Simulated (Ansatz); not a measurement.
A nudged elastic band was laid between two geometries of CH4BFN2 (9 atoms, charge 0, multiplicity 1).

Computed with RKS PBE-D4/def2-SVP in Ansatz.

* movable images: 9
* climbing image: yes
* spring: 5.0 eV/Å²
* optimiser: quadratic models (default)
* start path: through a guess of the saddle point
* force threshold: 0.03 eV/Å
* iteration limit: 60
* end points: relaxed

Initial state:

```xyz
9
Properties=species:S:1:pos:R:3
N -1.432 0.102 1.071
C -0.365 -0.222 0.311
N 0.337 0.660 -0.327
B 1.436 0.188 -1.101
F 2.201 1.066 -1.766
H -1.698 1.086 1.146
H -1.973 -0.605 1.565
H -0.157 -1.323 0.293
H 1.740 -0.999 -1.208
```

Final state:

```xyz
9
Properties=species:S:1:pos:R:3
N -1.634 -0.089 1.248
C -0.627 -0.420 0.528
N 0.118 0.542 -0.148
B 1.246 0.298 -0.971
F 1.856 1.339 -1.555
H -0.231 1.497 0.002
H -2.056 -0.931 1.666
H -0.245 -1.452 0.362
H 1.661 -0.830 -1.150
```

(1) Which bonds break or form, and what moves?

(2) What energy profile does the band end with?

(3) What is the geometry of the highest image?

(4) What are the harmonic wavenumbers there?

The band took 12 iterations and roughly 4 core-minutes.

## Answers

(1) Bonds broken: N1–H6. Bonds formed: N3–H6.

(2) The forces met the threshold. The highest image is number 5 of 0 to 10, 136.5 kJ/mol above the first end and 160.9 kJ/mol above the last; the last end lies 24.4 kJ/mol below the first. A vibrational analysis at the climbing image gives one clearly imaginary mode, 1686i cm⁻¹: a first-order saddle point. The orbitals stay closed-shell, which can raise the energy where a bond breaks towards radicals; this wasn't checked here.

| image | path coordinate (Å) | energy (kJ/mol) | N1–H6 (Å) | N3–H6 (Å) |
| --- | --- | --- | --- | --- |
| 0 | 0.00 | 0.0 | 1.02 | 2.55 |
| 1 | 0.32 | 2.9 | 1.02 | 2.46 |
| 2 | 0.64 | 12.4 | 1.02 | 2.32 |
| 3 | 0.96 | 36.6 | 1.03 | 2.05 |
| 4 | 1.27 | 89.8 | 1.11 | 1.73 |
| 5 | 1.59 | 136.5 | 1.33 | 1.41 |
| 6 | 1.85 | 98.3 | 1.56 | 1.19 |
| 7 | 2.10 | 34.7 | 1.82 | 1.07 |
| 8 | 2.36 | -5.0 | 2.09 | 1.03 |
| 9 | 2.62 | -21.4 | 2.33 | 1.03 |
| 10 | 2.87 | -24.4 | 2.46 | 1.03 |

(3) 
```xyz
9
Properties=species:S:1:pos:R:3
N -1.450 0.105 1.091
C -0.494 -0.512 0.433
N 0.209 0.433 -0.210
B 1.343 0.271 -1.040
F 1.915 1.351 -1.594
H -0.816 1.105 0.494
H -2.147 -0.370 1.675
H -0.301 -1.603 0.410
H 1.831 -0.826 -1.276
```

(4) 1686i, 152, 187, 224, 469, 544, 748, 870, 987, 1025, 1068, 1115, 1136, 1213, 1345, 1530, 1599, 2018, 2522, 3083, 3487 cm⁻¹.

Run time: 110 s on 2 threads of Intel(R) Xeon(R) Platinum 8375C CPU @ 2.90GHz (Ice Lake), on a shared host, peak memory 0.18 GiB.
